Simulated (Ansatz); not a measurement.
The same molecule with X = Ti, Zr, Hf. Ansatz, PBE0-D4/def2-TZVP geometries, multiplicity 1.

Elements past krypton have def2 core potentials. Scalar relativity is left out up to krypton.

```csv
X,molecule,mean X–Br bond length / Å,mean X–F bond length / Å,LUMO energy (PBE0/def2-TZVPP) / eV,LUMO energy (B3LYP/def2-TZVPP) / eV,"ideal-gas entropy at 298 K and 1 bar (rigid rotor, harmonic PBE0-D4/def2-TZVP) / J/(mol·K)"
Ti,`[F][Ti]([F])([F])[Br]`,2.331,1.736,-3.37,-3.65,341
Hf,`[F][Hf]([F])([F])[Br]`,2.496,1.890,-1.23,-1.47,363
```

Q: Give the row for X = Zr, `[F][Zr]([F])([F])[Br]`. (Best estimate.)

A: Ansatz gave: 
```csv
X,molecule,mean X–Br bond length / Å,mean X–F bond length / Å,LUMO energy (PBE0/def2-TZVPP) / eV,LUMO energy (B3LYP/def2-TZVPP) / eV,"ideal-gas entropy at 298 K and 1 bar (rigid rotor, harmonic PBE0-D4/def2-TZVP) / J/(mol·K)"
Zr,`[F][Zr]([F])([F])[Br]`,2.497,1.886,-1.83,-2.07,357
```

From Ti to Hf the mean X–Br bond length isn't monotonic: highest at Zr, lowest at Ti; the mean X–F bond length rises at each step, by 0.154 Å in all; the LUMO energy (PBE0/def2-TZVPP) rises at each step, by 2.14 eV in all; the LUMO energy (B3LYP/def2-TZVPP) rises at each step, by 2.18 eV in all; the ideal-gas entropy at 298 K and 1 bar (rigid rotor, harmonic PBE0-D4/def2-TZVP) rises at each step, by 22 J/(mol·K) in all.

B3LYP here is the variant with VWN-RPA as its local correlation; programs differ in this.
